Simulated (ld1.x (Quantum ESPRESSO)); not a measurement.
**Before and after: PAW potential for zinc (Zn)**

| Quantity | Value |
| --- | --- |
| Element | zinc (Zn) |
| Generator | ld1.x (Quantum ESPRESSO) 7.5 |
| Type | PAW |
| Functional | PBEsol |
| Relativity | scalar-relativistic |
| Frozen core | [Ne] |
| Valence charge | 20 |
| Reference configuration | 3s2 3p6 3d10 4s1.5 4p0 (charge +0.5) |
| Partial waves | 3s (bound): rcut 0.90, rcutus 1.10 bohr; 4s (bound): rcut 0.90, rcutus 1.10 bohr; 3p (bound): rcut 1.00, rcutus 1.10 bohr; 4p (bound, empty): rcut 1.00, rcutus 1.10 bohr; 3d (bound): rcut 1.15, rcutus 1.45 bohr; 3d channel at 0.3 Ry: rcut 1.15, rcutus 1.45 bohr |
| Local potential | all-electron potential smoothed inside 1.45 bohr (lloc = -1) |
| Core correction | Bessel-smoothed model core inside 0.55 bohr |
| Augmentation charge | GAUSS, radius 0.70 bohr |

Change: waves 3d (bound): rcut 1.15, rcutus 2.02 bohr; 3d channel at 0.3 Ry: rcut 1.15, rcutus 2.02 bohr.

Cutoffs: the cutoffs (Ry, on a coarse ladder) from which the occupation-weighted sum of valence levels, in a spherical-Bessel basis at the reference potential, stays within 10 and 1 mRy of its value at 400 Ry; they do not see the model core or the augmentation charge, which bear on the density cutoff. Errors are all-electron minus pseudo energies relative to the spin-unpolarised reference configuration.

**Question.** Predict the effect on cutoff, ghosts and configuration errors.

**Answer.** The potential gets softer (90 Ry and 160 Ry → 80 Ry and 140 Ry); the number of tests with a reliable result goes from 7 to 5 (the test run of the changed file stopped, so its transferability is not established); of the 5 tests that both files solve, the error grows in 4 and shrinks in 0 by more than 15 % and 0.3 meV (median size 2.3 → 9.2 meV); neither file shows a bound ghost. A larger radius leaves more room for a smooth pseudo-wave, so fewer plane waves are needed. More of the atom is replaced by a form fitted at one configuration, so other configurations suffer.

```tsv
quantity	base	changed
cutoff, loose	90 Ry	80 Ry
cutoff, tight	160 Ry	140 Ry
loose cutoff by channel (10 mRy a level)	s 55 Ry, p 60 Ry, d 40 Ry	s 55 Ry, p 60 Ry, d 21 Ry
bound ghosts	none	none
tests with a reliable result	7 of 7	5 of 7 (the test run stopped)
error for 3s2 3p6 3d10 4s2 4p0, meV [ΔE -3.95 eV]	+0.4	-0.2
error for 3s2 3p6 3d10 4s1 4p0, meV [ΔE 5.95 eV]	-0.6	-1.4
error for 3s2 3p6 3d10 4s0 4p0, meV [ΔE 24.30 eV]	-2.3	-9.2
error for 3s2 3p6 3d9 4s2 4p0, meV [ΔE 13.98 eV]	+25	-90
error for 3s1 3p6 3d10 4s2 4p0, meV [ΔE 133.80 eV]	-44	-168
lowest overlap eigenvalue by channel	s 0.14, p 0.16, d 0.57	s 0.14, p 0.16, d 0.88
```
